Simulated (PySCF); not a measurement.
**Bond length, frequency and bond energy of TeAs by level of theory**

State: ²Π (doublet), unpaired electrons π ↑. Set-up: basis Te def2-SVP with ECP28, As def2-SVP; scalar-relativistic core potentials; PySCF 2.14. De refers to Te + As in their high-spin ground configurations, without counterpoise correction. The functionals are run spin-unrestricted. A positive dipole means Te(−)As(+). Levels whose curve was spin-contaminated or gave no clean fit are not listed.

```json
{"Level": "PBE", "Re (Å)": "2.379", "ωe (cm⁻¹)": "319", "De (eV)": "3.30", "μ (D)": "-0.01"}
{"Level": "BLYP", "Re (Å)": "2.405", "ωe (cm⁻¹)": "305", "De (eV)": "3.28", "μ (D)": "0.06"}
{"Level": "r²SCAN", "Re (Å)": "2.358", "ωe (cm⁻¹)": "327", "De (eV)": "2.91", "μ (D)": "0.01"}
{"Level": "B3LYP", "Re (Å)": "2.371", "ωe (cm⁻¹)": "326", "De (eV)": "2.96", "μ (D)": "0.13"}
{"Level": "PBE0", "Re (Å)": "2.348", "ωe (cm⁻¹)": "331", "De (eV)": "2.82", "μ (D)": "0.10"}
```

Question: What does a quarter of exact exchange do here, going from PBE to PBE0?

Answer: PBE0 less PBE: -3.1 pm in Re, +3.8 % in ωe, -0.48 eV in De. Exact exchange removes part of the self-interaction that spreads semilocal densities, and in most molecules shortens and stiffens the bond and lowers De; so it does here.

Question: What does the step from GGA to meta-GGA do here, going from PBE to r²SCAN?

Answer: r²SCAN less PBE: -2.1 pm in Re, +2.5 % in ωe, -0.39 eV in De. 

Question: What does the three-parameter hybrid form, with a fifth of exact exchange, do here, going from BLYP to B3LYP?

Answer: B3LYP less BLYP: -3.4 pm in Re, +6.9 % in ωe, -0.32 eV in De. Exact exchange removes part of the self-interaction that spreads semilocal densities, and in most molecules shortens and stiffens the bond and lowers De; so it does here.

These are scalar-relativistic numbers at best; spin–orbit coupling would shift them, the dissociation energy most. Counting both spins, an empty level lies below a filled one in some of these solutions, because spin and occupation are held. The state was picked by a PBE0 search and need not be the measured ground state.

The whole job (state search and all levels along the bond) took about 2.9 min on 1 thread of Intel Xeon Platinum 8259CL @ 2.50GHz (shared host), peak memory 0.71 GiB.
